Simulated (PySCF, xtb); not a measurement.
I₃, SMILES I[I-]I, charge -1.

GFN2-xTB (xtb) at its own geometry gives an orbital gap of 2.93 eV.

Geometry: PBE0-D3(BJ)/def2-SVPD. The def2 effective core potentials stand for the cores of I; spin–orbit coupling is left out.

What does PBE/def2-TZVPD (PySCF) give? (An estimate is asked for; the answer gives what the named calculation found.)

gap 2.09 eV (levels -1.74 and 0.35 eV).
